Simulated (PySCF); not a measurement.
Isomers of C8H9B. Computed with PBE0-D3(BJ)/def2-SVP geometry optimisation, gas phase (PySCF 2.14.0). Energies are electronic, without zero-point or thermal terms, for one conformer each. No frequencies were run at this level. Point groups hold within 0.08 Å.

Task: Order them by energy at this level, lowest first, and give relative energies in kcal/mol.
A. `C(=C/C#C)/C#CB(C)C`
B. `C#C/C=C/C#CB(C)C`

Result: B (0.0), A (0.4).

Neighbours under 2.5 kcal/mol apart (C#C/C=C/C#CB(C)C and C#C/C=C\C#CB(C)C) can change places with a better method, another conformer or zero-point energy. C#C/C=C/C#CB(C)C and C#C/C=C\C#CB(C)C are stereoisomers, 0.4 kcal/mol apart in the conformers taken.

```csv
SMILES,E (Eh),E rel (kcal/mol),dipole (D),point group,"A, B, C (MHz)"
C#C/C=C/C#CB(C)C,-334.34609,0.0,0.35,C1,"6293, 473.4, 445.6"
C#C/C=C\C#CB(C)C,-334.34552,0.4,0.59,near Cs,"2883, 741.3, 594.1"
```

Task: How do the relative energies change in single points at HF/pcSseg-1 (no added dispersion term) on the same geometries?

Result: 
```tsv
SMILES	PBE0-D3(BJ)/def2-SVP (kcal/mol)	HF/pcSseg-1 (kcal/mol)	shift
C#C/C=C/C#CB(C)C	0.0	0.0	0.0
C#C/C=C\C#CB(C)C	0.4	0.8	+0.4
```

Each column counts from its own lowest isomer. The order is unchanged; the largest shift is 0.4 kcal/mol.
